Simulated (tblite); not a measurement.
Isomers of C6H16Si2. Computed with GFN2-xTB (tblite): harmonic, unscaled wavenumbers at the GFN2-xTB geometry, gas phase. Against measured fundamentals such values can be off by several per cent, at times by over 20. Modes of hydrogen on silicon can be 10 to 20 % off. One conformer each.

Electronic energies: GFN2-xTB at the same geometries; isomer energies are rough at this level and their order can be wrong.

| SMILES | electronic energy, lowest = 0 (kcal/mol) |
| --- | --- |
| C=C(C)[Si](C)(C)[SiH2]C | 35.0 |
| C=C[Si@@H](CCC)[SiH2]C | 35.0 |
| C[SiH2][C@@H]1CC[C@H](C)[SiH2]1 | 0.0 |

**Question.** How do GFN2-xTB zero-point energies change the relative energies?

**Answer.** 
```tsv
SMILES	ZPE (kcal/mol)	of it from modes above 1550 cm⁻¹	electronic (kcal/mol)	with ZPE, lowest = 0 (kcal/mol)	lowest mode (cm⁻¹)	rings
C[SiH2][C@@H]1CC[C@H](C)[SiH2]1	124.2	63.9	0.0	0.0	44	1
C=C[Si@@H](CCC)[SiH2]C	123.1	67.6	35.0	33.9	23	0
C=C(C)[Si](C)(C)[SiH2]C	123.2	69.4	35.0	34.0	8	0
```

The zero-point energies span 1.1 kcal/mol, from `C=C[Si@@H](CCC)[SiH2]C` to `C[SiH2][C@@H]1CC[C@H](C)[SiH2]1`. The order is unchanged.
